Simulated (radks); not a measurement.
Radial electron density D(r) = 4 pi r^2 rho(r) of an atom or ion with 1 electrons. Calculated with a radial shooting solver on a logarithmic mesh with Libxc functionals: non-relativistic Kohn-Sham, exchange-only PBE, spin-polarised, spherical densities, point nucleus.

| r (bohr) | D(r) (e/bohr) |
|---|---|
| 0.01706 | 0.06562 |
| 0.01833 | 0.07501 |
| 0.01986 | 0.08694 |
| 0.02134 | 0.09921 |
| 0.02312 | 0.1148 |
| 0.02484 | 0.1307 |
| 0.02691 | 0.1508 |
| 0.02892 | 0.1714 |
| 0.03133 | 0.1972 |
| 0.03367 | 0.2235 |
| 0.03618 | 0.2530 |
| 0.0392 | 0.2897 |
| 0.04212 | 0.3267 |
| 0.04563 | 0.3727 |
| 0.04904 | 0.4187 |
| 0.05312 | 0.4754 |
| 0.05709 | 0.5317 |
| 0.06185 | 0.6004 |
| 0.06646 | 0.6679 |
| 0.072 | 0.7495 |
| 0.07737 | 0.8287 |
| 0.08382 | 0.9231 |
| 0.09007 | 1.013 |
| 0.0968 | 1.108 |
| 0.1049 | 1.219 |
| 0.1127 | 1.321 |
| 0.1221 | 1.437 |
| 0.1312 | 1.542 |
| 0.1421 | 1.656 |
| 0.1527 | 1.756 |
| 0.1654 | 1.859 |
| 0.1778 | 1.944 |
| 0.1926 | 2.024 |
| 0.207 | 2.082 |
| 0.2224 | 2.123 |
| 0.241 | 2.147 |
| 0.259 | 2.145 |
| 0.2805 | 2.117 |
| 0.3015 | 2.067 |
| 0.3266 | 1.984 |
| 0.3509 | 1.885 |
| 0.3802 | 1.751 |
| 0.4086 | 1.613 |
| 0.4426 | 1.443 |
| 0.4756 | 1.281 |
| 0.5152 | 1.098 |
| 0.5537 | 0.9349 |
| 0.595 | 0.7788 |
| 0.6446 | 0.6183 |
| 0.6927 | 0.4890 |
| 0.7504 | 0.3649 |
| 0.8064 | 0.2718 |
| 0.8736 | 0.1888 |
| 0.9388 | 0.1311 |
| 1.017 | 0.08366 |
| 1.093 | 0.05351 |
| 1.184 | 0.03094 |
| 1.272 | 0.01798 |
| 1.378 | 0.009266 |
| 1.481 | 0.004816 |

What is the nuclear charge?

Answer. Z = 4. The innermost maximum, from 1s, lies near 1/Z = 0.25 bohr (found: 0.249), and its height grows with Z. The density is that of the beryllium ion Be3+ in 1s1; the configuration itself is not fixed sharply by these data. D(r) has 1 maximum, at r = 0.249 bohr.
